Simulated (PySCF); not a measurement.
The vertical singlet excitations below were computed for one of the candidates. Method used: TDDFT PBE0/def2-SVPD, vertical, gas phase, core orbitals frozen in the response in PySCF. Geometries: GFN2-xTB, one conformer each.

```json
{"state": "S1", "E (eV)": "6.84", "f": "0.0039"}
{"state": "S2", "E (eV)": "7.64", "f": "0.0061"}
{"state": "S3", "E (eV)": "7.88", "f": "0.0050"}
{"state": "S4", "E (eV)": "8.08", "f": "0.037"}
{"state": "S5", "E (eV)": "8.16", "f": "0.013"}
{"state": "S6", "E (eV)": "8.46", "f": "0.0091"}
{"state": "S7", "E (eV)": "8.65", "f": "0.028"}
{"state": "S8", "E (eV)": "8.69", "f": "0.0046"}
```

Orbital energies (eV): HOMO-3 -9.28, HOMO-2 -9.10, HOMO-1 -8.77, HOMO -7.71, LUMO 0.57, LUMO+1 0.90, LUMO+2 1.29.

Problem. Which candidate is it? All have the formula C6H12O.
A. `C/C=C(\C)OCC`
B. `OCC1CCCC1`
C. `CC(C)(C)[C@H]1CO1`

Solution. B. Its S1 lies at 6.84 eV; the nearest of the others has S1 at 7.46 eV. S1 is HOMO→LUMO (85%), HOMO→LUMO+1 (11%). Löwdin shares by element: HOMO oxygen 55%, carbon 25% or more, hydrogen 8% or more; LUMO hydrogen 27% or more, oxygen 20%, carbon 8% or more (atoms not listed hold the other 45%). At the same level the other candidates give, for their lowest levels:
- `C/C=C(\C)OCC`: 5.76 eV (f 0.004); 6.25 eV (f 0.016); 6.42 eV (f 0.003); 6.73 eV (f 0.292); 7.04 eV (f 0.019); T1 4.27 eV; HOMO -6.10, LUMO 0.77 eV
- `CC(C)(C)[C@H]1CO1`: 7.46 eV (f 0.026); 7.89 eV (f 0.007); 8.04 eV (f 0.001); 8.07 eV (f 0.007); 8.17 eV (f 0.025); T1 7.35 eV; HOMO -7.80, LUMO 0.68 eV
Triplets come from the Tamm–Dancoff approximation.
